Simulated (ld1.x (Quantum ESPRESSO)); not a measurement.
**Which change was made? (Tl, TM)**

- Element: thallium
- Generator: ld1.x (Quantum ESPRESSO) 7.5
- Type: norm-conserving Troullier–Martins (Kleinman–Bylander form)
- Functional: revPBE
- Relativity: scalar-relativistic
- Frozen core: [Xe] 4f14
- Valence charge: 13
- Reference configuration: 5d10 6s2 6p1
- Partial waves: 6p (bound): rc 2.05 bohr; 5d (bound): rc 2.05 bohr; 6s (bound): rc 1.80 bohr
- Local potential: the s channel
- Core correction: a·sin(br)/r model core, default radius (core density twice the valence density)

Cutoffs, loose and tight: the cutoffs (Ry, on a coarse ladder) from which the occupation-weighted sum of valence levels, in a spherical-Bessel basis at the reference potential, stays within 10 and 1 mRy of its value at 400 Ry. They do not see the model core or the augmentation charge, which bear on the density cutoff. Test errors are all-electron minus pseudo excitation energies from the reference, over the configurations 5d10 6s2 6p0; 5d10 6s1 6p0; 5d10 6s0 6p0; 5d10 6s0 6p3; 5d10 6s2 6p1.3; 5d10 6s1 6p2; 5d10 6s1 6p1; variants that change the core or the reference have their own tests.

The base gives: outcome: generated; cutoff, loose: 50 Ry; cutoff, tight: 80 Ry; bound ghosts: none; largest test error (meV): -82.

Problem. After one change the result is: outcome: failed: chargeps: negative rho. Which change was it?
A. core [Xe] 4f14 5d10, valence charge 3; reference 6s2 6p0; waves now 6s (bound): rc 1.70 bohr; 6p (bound): rc 2.15 bohr; local potential the p channel; core correction none
B. wave 6s (bound): rc 1.80 bohr becomes 6s (bound): rc 1.12 bohr
C. type ultrasoft; waves now 6s (bound): rcut 1.55, rcutus 1.80 bohr; 6s channel at 0.05 Ry: rcut 1.55, rcutus 1.80 bohr; 6p (bound): rcut 1.80, rcutus 2.05 bohr; 6p channel at 0.4 Ry: rcut 1.80, rcutus 2.05 bohr; 5d (bound): rcut 1.80, rcutus 2.05 bohr; 5d channel at -0.25 Ry: rcut 1.80, rcutus 2.05 bohr; local potential all-electron potential smoothed inside 1.65 bohr (lloc = -1); augmentation PSQ, inside the norm-conserving radii
D. local potential all-electron potential smoothed inside 1.45 bohr (lloc = -2)

Solution. C. The others give: core [Xe] 4f14 5d10, valence charge 3; reference 6s2 6p0; waves now 6s (bound): rc 1.70 bohr; 6p (bound): rc 2.15 bohr; local potential the p channel; core correction none → outcome: generated; cutoff, loose: 30 Ry; cutoff, tight: 80 Ry; bound ghosts: s; largest test error (meV): +570 | wave 6s (bound): rc 1.80 bohr becomes 6s (bound): rc 1.12 bohr → outcome: failed: the pseudo-atom did not reach self-consistency | local potential all-electron potential smoothed inside 1.45 bohr (lloc = -2) → outcome: generated; cutoff, loose: 50 Ry; cutoff, tight: 80 Ry; bound ghosts: s; largest test error (meV): -77.
